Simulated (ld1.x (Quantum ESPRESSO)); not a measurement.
## Configuration tests for titanium (PAW)

ld1.x (Quantum ESPRESSO) 7.5 input, shortened:

```
&input
   title='Ti', zed=22., rel=0, dft='PZ', iswitch=3,
   config='[Ar] 3d2 4s2 4p0'
 /
 &inputp
   pseudotype=3, lpaw=.true., tm=.true., lloc=-1, rcloc=2.95,
   nlcc=.true., new_core_ps=.true.,
   which_augfun='BESSEL', rmatch_augfun=1.60
 /
6
4S  1  0   2.00   0.00  2.10  2.80  0.0
4S  1  0   0.00   0.30  2.10  2.80  0.0
4P  2  1   0.00   0.00  3.45  3.75  0.0
4P  2  1   0.00   2.00  3.45  3.75  0.0
3D  3  2   2.00   0.00  1.55  1.85  0.0
3D  3  2   0.00   0.05  1.55  1.85  0.0
 &test
   configts(1)='3d2 4s2 4p0'
 /
```

Energies are relative to the spin-unpolarised reference configuration 3d2 4s2 4p0; without spin polarisation the order of configurations can differ from experiment. Not all tests gave a result: test run stopped at test 6 of 9 (negative rho).

(1) Give the all-electron excitation energy and the error of the potential for: 3d2 4s1 4p0; 3d2 4s0 4p0; 3d1 4s0 4p0; 3d2 4s0 4p2; 3d2 4s1.5 4p0.

Results:

(1)

| valence configuration | charge | ΔE all-electron (eV) | error AE − PS (meV) |
| --- | --- | --- | --- |
| 3d2 4s1 4p0 | +1 | 7.473 | -1.3 |
| 3d2 4s0 4p0 | +2 | 21.171 | -16 |
| 3d1 4s0 4p0 | +3 | 48.518 | -767 |
| 3d2 4s0 4p2 | 0 | 6.301 | -1.4 |
| 3d2 4s1.5 4p0 | +0.5 | 2.990 | -0.2 |
